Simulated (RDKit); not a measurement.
Job for RDKit: MMFF94 on C8H8 (SMILES C=Cc1ccccc1), a point of a torsion scan.

```python
from rdkit import Chem
from rdkit.Chem import AllChem, rdDetermineBonds

blocks = [
'''16

C    -2.71079041   -0.75947296   -0.44024615
C    -1.87578875    0.25385235   -0.24440369
C    -0.43304749    0.17405608   -0.04750072
C     0.26968280   -1.03166920   -0.04177448
C     1.63751297   -1.05143903    0.14921204
C     2.33617620    0.12991133    0.33884076
C     1.65389032    1.33492112    0.33593935
C     0.28576911    1.35540396    0.14496869
H    -3.76624959   -0.59605342   -0.57611869
H    -2.38721964   -1.78561483   -0.47396081
H    -2.27442792    1.26140961   -0.22262221
H    -0.25650524   -1.96237388   -0.18775906
H     2.16472971   -1.99470642    0.15051651
H     3.40572878    0.11071386    0.48788944
H     2.19086001    2.26094168    0.48307762
H    -0.24031965    2.30012044    0.14393268
''',
]
mol = None
for b in blocks:
    f = Chem.MolFromXYZBlock(b)
    rdDetermineBonds.DetermineBonds(f, charge=0)
    mol = f if mol is None else Chem.CombineMols(mol, f)
Chem.SanitizeMol(mol)
print(Chem.MolToSmiles(Chem.RemoveHs(mol)))
ff = AllChem.MMFFGetMoleculeForceField(mol, AllChem.MMFFGetMoleculeProperties(mol), nonBondedThresh=100.0, ignoreInterfragInteractions=False)
e = ff.CalcEnergy()
print(f'MMFF94 energy {e:.6f} kcal/mol')
```

The log:

```
C=Cc1ccccc1
MMFF94 energy 23.380496 kcal/mol
```

The run finished.

Cost: about 0.06 core-seconds (a rough figure).
